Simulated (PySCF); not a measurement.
r2SCAN on Fe⁻ (iron, charge -1), [Ar] 3d7 4s2, high-spin 4F determinant. Calculation: PySCF 2.14, in aug-cc-pwCVQZ; the non-relativistic Hamiltonian (point nucleus).

```
cycle= 1 E= -1263.55308188927  delta_E= 0.0996  |g|= 0.665  |ddm|= 2.41
cycle= 2 E= -1262.98442440035  delta_E= 0.569  |g|= 1.81  |ddm|= 1.42
cycle= 3 E= -1263.61948333038  delta_E= -0.635  |g|= 0.437  |ddm|= 0.572
cycle= 4 E= -1263.68677659722  delta_E= -0.0673  |g|= 0.0702  |ddm|= 0.424
cycle= 5 E= -1263.6882230374  delta_E= -0.00145  |g|= 0.0184  |ddm|= 0.156
cycle= 6 E= -1263.68838649013  delta_E= -0.000163  |g|= 0.0134  |ddm|= 0.0535
cycle= 7 E= -1263.68845016033  delta_E= -6.37e-05  |g|= 0.00242  |ddm|= 0.0578
cycle= 8 E= -1263.68845195297  delta_E= -1.79e-06  |g|= 0.000291  |ddm|= 0.0162
cycle= 9 E= -1263.6884520125  delta_E= -5.95e-08  |g|= 9.91e-05  |ddm|= 0.00184
cycle= 10 E= -1263.68845201644  delta_E= -3.93e-09  |g|= 2.63e-05  |ddm|= 0.00093
cycle= 11 E= -1263.68845201707  delta_E= -6.32e-10  |g|= 6.1e-06  |ddm|= 0.000606
converged SCF energy = -1263.68845201707  <S^2> = 3.8385793  2S+1 = 4.0440471
```

Highest occupied orbital energy: 2.379 eV; ⟨L²⟩ = 12.04; populations by l: s 8.00, p 12.00, d 7.00, f 0.00.

Can this result be used?

With care. The run converged. ⟨S²⟩ = 3.84 against 3.75 shows spin contamination. At r2SCAN the highest occupied level has a positive energy, so only the finite basis holds that electron; in a semilocal or global hybrid functional this comes from self-interaction and does not mean that the real anion is unbound.
